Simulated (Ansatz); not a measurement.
Basis-set series for GaH$_{8}$NSi$_{2}$, SMILES `[SiH3][N]([SiH3])[GaH2]`. The species carries charge 0 and has multiplicity 1. The structure was optimised at the PBE0-D4/def2-TZVP level.

```json
{"functional": "PBE0-D4", "basis": "def2-SVP", "functions": "122", "energy (Eh)": "-2562.39997", "HOMO (eV)": "-7.70", "LUMO (eV)": "-1.30"}
{"functional": "PBE0-D4", "basis": "def2-TZVPP", "functions": "275", "energy (Eh)": "-2562.92193", "HOMO (eV)": "-7.76", "LUMO (eV)": "-1.38"}
{"functional": "ωB97M-V", "basis": "def2-SVP", "functions": "122", "energy (Eh)": "-2562.77168", "HOMO (eV)": "-9.89", "LUMO (eV)": "0.41"}
{"functional": "ωB97M-V", "basis": "def2-TZVPP", "functions": "275", "energy (Eh)": "-2563.29790", "HOMO (eV)": "-10.01", "LUMO (eV)": "0.28"}
```

Give the rows for def2-QZVPP. (An estimate is asked.)

The calculation gave: 
| functional | basis | functions | energy (Eh) | HOMO (eV) | LUMO (eV) |
| --- | --- | --- | --- | --- | --- |
| PBE0-D4 | def2-QZVPP | 526 | -2562.98985 | -7.77 | -1.43 |
| ωB97M-V | def2-QZVPP | 526 | -2563.36263 | -10.01 | 0.07 |

Positive LUMOs are unbound and depend on the basis. Scalar relativity is left out up to krypton.

All numbers were calculated with Ansatz.
